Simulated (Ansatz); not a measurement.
A nudged elastic band was laid between two geometries of CH4B2O2 (9 atoms, charge 0, multiplicity 1).

Level of theory: RKS B3LYP/def2-SVP (Ansatz 0.2.0).

- movable images: 5
- climbing image: yes
- spring: 5.0 eV/Å²
- optimiser: quadratic models (default)
- start path: through a guess of the saddle point
- force threshold: 0.05 eV/Å
- iteration limit: 60
- end points: relaxed

First end point:

```xyz
9
Properties=species:S:1:pos:R:3
B 1.896 -0.177 -1.092
O 0.833 0.149 -0.337
B -0.386 0.256 0.183
C -1.565 -0.112 1.062
O -1.421 1.095 0.141
H 2.984 0.210 -0.741
H 1.731 -0.842 -2.087
H -1.629 0.172 2.119
H -2.357 -0.797 0.735
```

Last end point:

```xyz
9
Properties=species:S:1:pos:R:3
B 2.527 0.182 -1.399
O 0.868 -0.543 -0.597
B -0.205 -0.086 0.110
C -1.529 -0.116 0.842
O -0.605 1.075 0.600
H 2.243 1.310 -0.973
H 0.894 -1.481 -0.831
H -1.612 -0.375 1.904
H -2.492 -0.013 0.327
```

What changes between the two ends?

Bonds broken: B1–H7. Bonds formed: O2–H7. CH4B2O2 becomes BH + CH3BO2.

Give the energies along the band, and the barrier.

The run converged. The highest image is number 5 of 0 to 6, 5.10 eV above the first end and 0.15 eV above the last; the last end lies 4.95 eV above the first. Beside the main top the profile has a ripple of under 15 meV (maxima at images 2, 5), which may be a very shallow well or noise. Neighbouring images differ by up to 4.4 eV, so the band resolves the path poorly. A vibrational analysis at the climbing image gives one clearly imaginary mode, 227i cm⁻¹: a first-order saddle point. The orbitals stay closed-shell, which can raise the energy where a bond breaks towards radicals; this wasn't checked here.

```csv
image,path coordinate (Å),energy (eV),B1–H7 (Å),O2–H7 (Å)
0,0.00,0.00,1.21,2.20
1,1.63,0.01,1.21,2.23
2,3.26,0.01,1.21,2.22
3,4.89,0.00,1.21,2.19
4,6.52,0.72,1.20,1.96
5,8.16,5.10,2.26,0.97
6,10.46,4.95,2.40,0.97
```

What is the geometry of the highest image?


```xyz
9
Properties=species:S:1:pos:R:3
B 1.794 0.151 -1.587
O 1.335 -0.598 -0.071
B 0.118 -0.066 0.343
C -1.376 0.017 0.551
O -0.280 0.928 1.120
H 0.960 1.069 -1.424
H 1.473 -1.552 -0.137
H -1.900 -0.541 1.336
H -2.036 0.546 -0.147
```

The band took 33 iterations and of the order of 5 core-minutes.

Run time: 2.8 min on 2 threads of Intel(R) Xeon(R) 6975P-C (Granite Rapids) (shared host), peak memory 0.19 GiB.
